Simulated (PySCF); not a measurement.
**Partial charges of `CCC[C@@H](CC)C[S-]`**

C7H15S (charge -1).
Numbering: `[CH3:1][CH2:2][CH2:3][C@@H:4]([CH2:5][CH3:6])[CH2:7][S-:8]` (hydrogens: H9, H10, H11 on C1; H12, H13 on C2; H14, H15 on C3; H16 on C4; H17, H18 on C5; H19, H20, H21 on C6; H22, H23 on C7)

Structure used (GFN2-xTB), in Å, numbered top down from 1:
```xyz
23
C7H15S angstrom
C      2.9492    1.0522    0.2516
C      1.8619   -0.0004    0.4438
C      0.5449    0.4144   -0.2070
C     -0.5843   -0.6066   -0.0113
C     -1.9520    0.0054   -0.3234
C     -2.4807    0.9321    0.7628
C     -0.3876   -1.8498   -0.8886
S     -1.6576   -3.1051   -0.6114
H      3.1453    1.2070   -0.8083
H      2.6397    2.0043    0.6818
H      3.8785    0.7455    0.7305
H      1.6972   -0.1625    1.5124
H      2.1959   -0.9470    0.0157
H      0.2416    1.3777    0.2166
H      0.7038    0.5630   -1.2799
H     -0.5910   -0.9387    1.0341
H     -2.6389   -0.8392   -0.4425
H     -1.9014    0.5400   -1.2776
H     -2.5566    0.3952    1.7062
H     -3.4713    1.3012    0.4984
H     -1.8280    1.7934    0.9105
H      0.5915   -2.3027   -0.6830
H     -0.4049   -1.5523   -1.9483
```

Density: PBE0/pcSseg-1 (PySCF); schemes: Mulliken, IAO, Hirshfeld and ESP-fitted. Isolated species at its GFN2-xTB geometry (one conformer only). The pcSseg-1 basis has no diffuse functions, a weakness for an anion. The HOMO energy is positive at this level (+0.49 eV), so the outermost electrons may be held by the finite basis alone.

Question: Give the atomic charges in each scheme.

Answer: In e; atoms taken as equivalent share a row and are averaged (×n: the atom named and its like, n in all):

```tsv
atom	environment	Mulliken	IAO	Hirshfeld	ESP-fitted
C1	methyl carbon	-0.258	-0.413	-0.126	-0.443
C2	chain CH2 carbon	-0.256	-0.241	-0.068	+0.403
C3	chain CH2 carbon	-0.177	-0.247	-0.075	-0.226
C4	sp3 CH carbon	-0.303	-0.098	-0.034	+0.158
C5	chain CH2 carbon	-0.174	-0.258	-0.085	+0.255
C6	methyl carbon	-0.259	-0.411	-0.129	-0.439
C7	sp3 carbon bound to sulfur	-0.222	-0.319	-0.118	-0.639
S8	thiolate sulfur	-0.704	-0.773	-0.639	-0.810
H9/H10/H11	methyl hydrogen	+0.091	+0.125	+0.028	+0.079
H12	methylene hydrogen	+0.098	+0.121	+0.029	-0.072
H13	methylene hydrogen	+0.115	+0.130	+0.033	-0.080
H14	methylene hydrogen	+0.086	+0.101	+0.017	+0.028
H15	methylene hydrogen	+0.084	+0.111	+0.021	+0.020
H16	methine hydrogen	+0.080	+0.113	+0.014	+0.027
H17	methylene hydrogen	+0.121	+0.159	+0.002	-0.017
H18	methylene hydrogen	+0.062	+0.099	+0.015	-0.048
H19/H20/H21	methyl hydrogen	+0.084	+0.119	+0.022	+0.075
H22	methylene hydrogen	+0.099	+0.102	-0.001	+0.225
H23	methylene hydrogen	+0.081	+0.096	-0.004	+0.192
```

Mean size of the charges over all atoms: ESP-fitted 0.198 e, IAO 0.197 e, Mulliken 0.161 e, Hirshfeld 0.068 e. Each set sums to the total charge, -1, to within 0.001 e. The ESP scheme fits charges at the nuclei, held to the total charge, to the electrostatic potential on points at 1.4 to 2.0 times the van der Waals radii.

Some averages cover members that differ in this geometry: H19/H20/H21, ESP-fitted +0.058 to +0.089 e.

Lowest charge. All schemes agree: Mulliken S8 (-0.704); IAO S8 (-0.773); Hirshfeld S8 (-0.639); ESP-fitted S8 (-0.810).

Highest charge. The schemes don't all agree: Mulliken H17 (+0.121); IAO H17 (+0.159); Hirshfeld H13 (+0.033); ESP-fitted C2 (+0.403).

Question: How many electrons does the Hirshfeld scheme count on C6?

Answer: Z − q = 6 − (-0.129) = 6.129.

Question: How closely do the schemes follow one another over all atoms?

Answer: Correlation coefficient and root-mean-square difference: Mulliken with IAO 0.96, 0.075 e; Mulliken with Hirshfeld 0.89, 0.106 e; IAO with Hirshfeld 0.88, 0.142 e; Hirshfeld with ESP-fitted 0.70, 0.212 e; IAO with ESP-fitted 0.69, 0.213 e; Mulliken with ESP-fitted 0.60, 0.231 e.

Question: Sum the charges by element, for elements with more than one atom.

Answer: 
```
element  atoms  Mulliken     IAO  Hirshfeld  ESP-fitted
      C      7    -1.650  -1.987     -0.636      -0.930
      H     15    +1.353  +1.760     +0.275      +0.740
```
